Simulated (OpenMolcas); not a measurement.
Au2+ (d9) among equal point charges was computed by CASSCF with the d shell active (OpenMolcas, ANO-RCC-VDZP on the metal). Its lowest spin-free states, and all those of the highest spin:

```json
{"2S+1": "2", "Degeneracy": "3", "E (cm-1)": "0.0"}
{"2S+1": "2", "Degeneracy": "2", "E (cm-1)": "6709"}
```

Q: Is the site octahedral, tetrahedral or cube-like, axial, or of lower symmetry?

A: The states with 2S+1 = 2 have orbital degeneracies 3, 2. Threefold states need a cubic site. For d9 at this spin an octahedron puts the twofold E below the threefold T2 and a tetrahedron or cube puts the threefold T2 below the twofold E, so the site is a tetrahedron or a cube, which this pattern cannot tell apart. The first gap at this spin, 6710 cm-1, is |10Dq| in ligand-field theory. The run had Au2+ among 8 point charges of -1 e arranged as a cube (Oh), 1.9 Å from the ion.

An orbital triplet at a regular site is open to Jahn-Teller coupling, which can distort the site and quench the lowest spin-orbit gaps and is left out. Point charges carry no covalency, so the field is a model and not that of real ligands. No measured value stands beside these numbers.
